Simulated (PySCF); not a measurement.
NO₂, SMILES [O-]N=O, charge -1. Heavy atoms are numbered as in [N:1]([O-:2])=[O:3].

Geometry: TPSSh-D3(BJ)/def2-TZVPD.

The numbers are results of HF/pcSseg-2 (PySCF), not measurements.

GIAO shieldings, no solvent; atoms alike by connectivity are averaged. δ = σ(ref) − σ: ¹⁵N against NH3 (σ = 262.2 ppm); ¹⁷O against H2O (σ = 326.0 ppm), references at their B3LYP-D3(BJ)/def2-TZVP geometries, non-relativistic.

```json
[
 {"nucleus": "¹⁵N", "atoms": "N1", "count": "1", "δ (ppm)": "914.4"},
 {"nucleus": "¹⁷O", "atoms": "O2", "count": "2", "δ (ppm)": "848.3"}
]
```
